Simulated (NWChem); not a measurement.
Molecule: SnN2H4, singlet; SMILES [NH2][Sn][NH2]

```xyz
7

Sn     0.0000     0.0000    -0.3893
N      1.4902     0.0000     0.9971
H      2.4729     0.0000     0.7465
H      1.3724     0.0000     2.0056
N     -1.4902     0.0000     0.9971
H     -1.3724     0.0000     2.0056
H     -2.4729     0.0000     0.7465
```
Atoms are numbered in this order, from 1.

Low-valent species are run as closed-shell singlets; no triplet was tried in these runs. Coordinates come from a PBE0/def2-SVP optimisation. No frequency run checked for a minimum. def2 effective core potentials on Sn; no spin-orbit coupling.

Symmetry labels are those of C2v in the frame above (b1 and b2, or b-type labels, depend on it).

List the 4 lowest vertical singlet excitations from CAM-B3LYP/def2-SVPD with def2 effective core potentials on Sn, TDA (NWChem).


```json
[
 {"state": "S1", "energy (eV)": "4.98", "oscillator strength": "0.045", "symmetry": "b1", "leading excitation (squared amplitude)": "HOMO → LUMO (0.92)"},
 {"state": "S2", "energy (eV)": "5.00", "oscillator strength": "0.129", "symmetry": "b2", "leading excitation (squared amplitude)": "HOMO−1 → LUMO (0.95)"},
 {"state": "S3", "energy (eV)": "5.82", "oscillator strength": "0.057", "symmetry": "b2", "leading excitation (squared amplitude)": "HOMO → LUMO+1 (0.92)"},
 {"state": "S4", "energy (eV)": "5.92", "oscillator strength": "0.048", "symmetry": "a1", "leading excitation (squared amplitude)": "HOMO−2 → LUMO (0.89)"}
]
```
